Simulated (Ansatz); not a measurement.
Job for Ansatz (a program for electronic structure): U-CAM-B3LYP/def2-TZVPP on GaCo, 2S+1 = 3, a spin state set in the input, which need not be the lowest, a point of a bond scan (R = 2.460 Å).

Ansatz 0.2 input:
```yaml
crystal:
  periodic: [false, false, false]
  atoms:
    - {symbol: Co, position_ang: [0.00000000, 0.00000000, 0.00000000]}
    - {symbol: Ga, position_ang: [0.00000000, 0.00000000, 2.45958600]}
basis:
  gaussian:
    orbitals: def2-TZVPP
    pivot_positions_ang: [[0.00000000, 0.00000000, 0.00000000], [0.00000000, 0.00000000, 2.45958600]]
hamiltonian:
  xc: {name: CAM-B3LYP}
magnetization: {spin_polarized: true, initial_magnetization: 2}
output: {forces: true, orbitals: {seedname: ./end}}
```

It printed:

```
WARN ansatz: RAYON_NUM_THREADS=1 ignored (pool sized by the plan → 1); use --threads N
Functional definition: CAM-B3LYP
integrals: 0.06 GiB planned
840 factors; integrals over basis functions are off by at most 4.4e-4 eV
integrals: 0.12 GiB planned
157 factors; integrals over basis functions are off by at most 3.3e-5 eV
mean field: 0.83 GiB planned
mean field evaluation 1: about -89980.1681 eV, gradient 1.1e2 eV
mean field evaluation 2: about -89294.0209 eV, gradient 3.1e2 eV
mean field evaluation 4: about -89829.1474 eV, gradient 2.0e2 eV
mean field evaluation 8: about -90009.5882 eV, gradient 2.8e0 eV
mean field evaluation 16: about -90009.6353 eV, gradient 5.6e-2 eV
mean field evaluation 32: about -90009.6358 eV, gradient 8.3e-5 eV
mean field -90009.63583426 eV, -3307.7931061867 hartree, gradient 5.8e-6 eV, S^2 2.070425; 2 other end points of the search recorded, 0 dependent functions left out
the calculation of the forces begins
reference -90009.63592090 eV, -3307.7931093705 hartree; 30, 28 occupied and 82, 84 virtual orbitals, 840 factors
Total energy: -90009.63592090 eV, -3307.7931093705 hartree
Atom 0 at     0.000000     0.000000     0.000000 Å, force     0.000000    -0.000000     0.081585 eV/Å
Atom 1 at     0.000000     0.000000     2.459586 Å, force    -0.000000    -0.000000    -0.081585 eV/Å
Dipole moment:    -0.000000    -0.000000    -0.012229 e Å
```

The run converged.

Cost: around 23 core-seconds (rough).
